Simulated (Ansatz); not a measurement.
Ansatz (an electronic-structure program) job for Al(Cl)(vinyl)(OH) (C2H4AlClO), SMILES C=[CH][Al]([OH])[Cl], PBE-D3(BJ)/def2-SVP. 

Ansatz 0.2 input:
```yaml
crystal:
  periodic: [false, false, false]
  atoms:
    - {symbol: Al, position_ang: [-0.19498159, 0.04169991, -0.00000000]}
    - {symbol: Cl, position_ang: [0.53462514, 2.02128723, -0.00000000]}
    - {symbol: C, position_ang: [0.96550180, -1.49434397, 0.00000000]}
    - {symbol: C, position_ang: [0.44426565, -2.73637885, -0.00000000]}
    - {symbol: H, position_ang: [2.06201797, -1.40951044, 0.00000001]}
    - {symbol: H, position_ang: [1.07053889, -3.63948948, 0.00000000]}
    - {symbol: H, position_ang: [-0.63985152, -2.90998611, -0.00000000]}
    - {symbol: O, position_ang: [-1.86711955, -0.24633143, 0.00000000]}
    - {symbol: H, position_ang: [-2.56822041, 0.40999275, 0.00000000]}
basis:
  gaussian:
    orbitals: def2-SVP
hamiltonian:
  xc: pbe
  dispersion: d3bj
relax: {f_tol: 0.002, max_steps: 200}
```

Program output:

```
WARN ansatz: RAYON_NUM_THREADS=1 ignored (pool sized by the plan → 1); use --threads N
Functional definition: PBE
integrals: 0.04 GiB planned
1079 factors; their error is unknown
mean field: 0.24 GiB planned
mean field evaluation 1: about -23272.5711 eV, gradient 7.6e1 eV
mean field evaluation 2: about -23211.3867 eV, gradient 1.7e2 eV
mean field evaluation 4: about -23285.1010 eV, gradient 1.3e1 eV
mean field evaluation 8: about -23285.5324 eV, gradient 1.3e-1 eV
mean field evaluation 16: about -23285.4731 eV, gradient 3.3e-4 eV
mean field -23285.47311048 eV, -855.7253533496 hartree, gradient 6.8e-5 eV, S^2 0.000000; 0 other end points of the search recorded, 0 dependent functions left out
the calculation of the forces begins
reference -23285.47314708 eV, -855.7253546945 hartree; 27, 27 occupied and 71, 71 virtual orbitals, 1079 factors
relax step   1: F+E_penalty+E_count = -23285.65757816 eV  Δ(F+E_penalty+E_count) = +0.000e0 eV  max|allowed force component| = 3.941e-1 eV/Å  Δτ_max = 0.0000 Å  (30 SCF iters, accepted)
these checks for a lower state are left out or cut short: starts, cluster_reference, orbital_swaps, neighbouring_geometries, increment
integrals: 0.04 GiB planned
1079 factors; their error is unknown
mean field: 0.24 GiB planned
mean field -23285.48241459 eV, -855.7256952695 hartree, gradient 1.5e-5 eV, S^2 0.000000; 0 other end points of the search recorded, 0 dependent functions left out
the calculation of the forces begins
reference -23285.48245130 eV, -855.7256966185 hartree; 27, 27 occupied and 71, 71 virtual orbitals, 1079 factors
relax step   2: F+E_penalty+E_count = -23285.66614753 eV  Δ(F+E_penalty+E_count) = -8.569e-3 eV  max|allowed force component| = 1.577e-1 eV/Å  Δτ_max = 0.0143 Å  (33 SCF iters, accepted)
these checks for a lower state are left out or cut short: starts, cluster_reference, orbital_swaps, neighbouring_geometries, increment
integrals: 0.04 GiB planned
1079 factors; their error is unknown
mean field: 0.24 GiB planned
mean field evaluation 32: about -23285.4845 eV, gradient 1.1e-3 eV
mean field -23285.48454245 eV, -855.7257734668 hartree, gradient 1.5e-5 eV, S^2 0.000000; 0 other end points of the search recorded, 0 dependent functions left out
the calculation of the forces begins
reference -23285.48457925 eV, -855.7257748190 hartree; 27, 27 occupied and 71, 71 virtual orbitals, 1079 factors
relax step   3: F+E_penalty+E_count = -23285.66787980 eV  Δ(F+E_penalty+E_count) = -1.732e-3 eV  max|allowed force component| = 6.064e-2 eV/Å  Δτ_max = 0.0126 Å  (33 SCF iters, accepted)
these checks for a lower state are left out or cut short: starts, cluster_reference, orbital_swaps, neighbouring_geometries, increment
integrals: 0.04 GiB planned
1079 factors; their error is unknown
mean field: 0.24 GiB planned
mean field -23285.48505934 eV, -855.7257924620 hartree, gradient 1.5e-5 eV, S^2 0.000000; 0 other end points of the search recorded, 0 dependent functions left out
the calculation of the forces begins
reference -23285.48509616 eV, -855.7257938151 hartree; 27, 27 occupied and 71, 71 virtual orbitals, 1079 factors
relax step   4: F+E_penalty+E_count = -23285.66832847 eV  Δ(F+E_penalty+E_count) = -4.487e-4 eV  max|allowed force component| = 4.512e-2 eV/Å  Δτ_max = 0.0084 Å  (33 SCF iters, accepted)
these checks for a lower state are left out or cut short: starts, cluster_reference, orbital_swaps, neighbouring_geometries, increment
integrals: 0.04 GiB planned
1079 factors; their error is unknown
mean field: 0.24 GiB planned
mean field -23285.48586899 eV, -855.7258222161 hartree, gradient 1.5e-5 eV, S^2 0.000000; 0 other end points of the search recorded, 0 dependent functions left out
the calculation of the forces begins
reference -23285.48590586 eV, -855.7258235710 hartree; 27, 27 occupied and 71, 71 virtual orbitals, 1079 factors
relax step   5: F+E_penalty+E_count = -23285.66909027 eV  Δ(F+E_penalty+E_count) = -7.618e-4 eV  max|allowed force component| = 4.932e-2 eV/Å  Δτ_max = 0.0290 Å  (32 SCF iters, accepted)
these checks for a lower state are left out or cut short: starts, cluster_reference, orbital_swaps, neighbouring_geometries, increment
integrals: 0.04 GiB planned
1079 factors; their error is unknown
mean field: 0.24 GiB planned
mean field -23285.48594542 eV, -855.7258250249 hartree, gradient 1.5e-5 eV, S^2 0.000000; 0 other end points of the search recorded, 0 dependent functions left out
the calculation of the forces begins
reference -23285.48598225 eV, -855.7258263786 hartree; 27, 27 occupied and 71, 71 virtual orbitals, 1079 factors
relax step   6: F+E_penalty+E_count = -23285.66929182 eV  Δ(F+E_penalty+E_count) = -2.016e-4 eV  max|allowed force component| = 1.230e-2 eV/Å  Δτ_max = 0.0083 Å  (33 SCF iters, accepted)
these checks for a lower state are left out or cut short: starts, cluster_reference, orbital_swaps, neighbouring_geometries, increment
integrals: 0.04 GiB planned
1079 factors; their error is unknown
mean field: 0.24 GiB planned
mean field evaluation 64: about -23285.4859 eV, gradient 1.4e-5 eV
mean field -23285.48591750 eV, -855.7258239987 hartree, gradient 1.4e-5 eV, S^2 0.000000; 0 other end points of the search recorded, 0 dependent functions left out
the calculation of the forces begins
reference -23285.48595432 eV, -855.7258253521 hartree; 27, 27 occupied and 71, 71 virtual orbitals, 1079 factors
relax step   7: F+E_penalty+E_count = -23285.66930807 eV  Δ(F+E_penalty+E_count) = -1.625e-5 eV  max|allowed force component| = 3.394e-3 eV/Å  Δτ_max = 0.0029 Å  (25 SCF iters, accepted)
these checks for a lower state are left out or cut short: starts, cluster_reference, orbital_swaps, neighbouring_geometries, increment
integrals: 0.04 GiB planned
1079 factors; their error is unknown
mean field: 0.24 GiB planned
mean field -23285.48591755 eV, -855.7258240007 hartree, gradient 6.9e-5 eV, S^2 0.000000; 0 other end points of the search recorded, 0 dependent functions left out
the calculation of the forces begins
reference -23285.48595437 eV, -855.7258253540 hartree; 27, 27 occupied and 71, 71 virtual orbitals, 1079 factors
relax step   8: F+E_penalty+E_count = -23285.66930991 eV  Δ(F+E_penalty+E_count) = -1.839e-6 eV  max|allowed force component| = 7.653e-4 eV/Å  Δτ_max = 0.0008 Å  (21 SCF iters, accepted)
integrals: 0.04 GiB planned
1079 factors; their error is unknown
mean field: 0.24 GiB planned
mean field -23285.48591755 eV, -855.7258240007 hartree, gradient 6.9e-5 eV, S^2 0.000000; 1 other end points of the search recorded, 0 dependent functions left out
the calculation of the forces begins
reference -23285.48595437 eV, -855.7258253540 hartree; 27, 27 occupied and 71, 71 virtual orbitals, 1079 factors
Total energy: -23285.66934673 eV, -855.7325648989 hartree
Atom 0 at    -0.207885     0.041867    -0.000000 Å, force     0.000764    -0.000765     0.000000 eV/Å
Atom 1 at     0.533732     2.028477    -0.000000 Å, force    -0.000042    -0.000220    -0.000000 eV/Å
Atom 2 at     0.958369    -1.502605    -0.000000 Å, force    -0.000382     0.000426     0.000000 eV/Å
Atom 3 at     0.453822    -2.757348    -0.000000 Å, force     0.000022     0.000195    -0.000000 eV/Å
Atom 4 at     2.059251    -1.392692     0.000000 Å, force     0.000164     0.000394    -0.000000 eV/Å
Atom 5 at     1.099579    -3.655313     0.000000 Å, force    -0.000090     0.000011     0.000000 eV/Å
Atom 6 at    -0.633777    -2.950569    -0.000000 Å, force    -0.000267    -0.000109    -0.000000 eV/Å
Atom 7 at    -1.897850    -0.242338     0.000000 Å, force    -0.000420     0.000453     0.000000 eV/Å
Atom 8 at    -2.558465     0.467459     0.000000 Å, force     0.000249    -0.000386    -0.000000 eV/Å
Dipole moment:    -0.124190    -0.152181     0.000000 e Å
```

The calculation finished and met its thresholds.

Cost: roughly 17 core-seconds.
